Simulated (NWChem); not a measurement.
Molecule: C3H4OSi; SMILES O=C[SiH2]C#C

```xyz
9

C      0.6261    -2.7384    -0.0122
C      0.0610    -1.6602    -0.0043
Si    -0.7240    -0.0051     0.0059
C      0.6373     1.3730     0.0299
O      0.3133     2.5319    -0.0218
H      1.1196    -3.6947    -0.0194
H     -1.5651     0.1622     1.2255
H     -1.5550     0.1874    -1.2159
H      1.7233     1.0837     0.0968
```
Atoms are numbered in this order, from 1.

Program: NWChem. Pople sets run with spherical d functions. All runs use the structure optimised with PBE0/def2-SVP. Vzz is the largest principal value of the second derivative of the potential at the nucleus (NWChem prints the opposite sign); η is the asymmetry. Non-relativistic.

```csv
level,Vzz O5 (a.u.),η O5,relative time
CAM-B3LYP/6-31G*,-2.035,0.59,4
CAM-B3LYP/def2-TZVP,-2.079,0.72,60
Hartree-Fock/def2-TZVP,-2.220,0.70,4
Hartree-Fock/def2-SVP,-2.232,0.64,1
```

Relative times are rough (shared machine, one core).
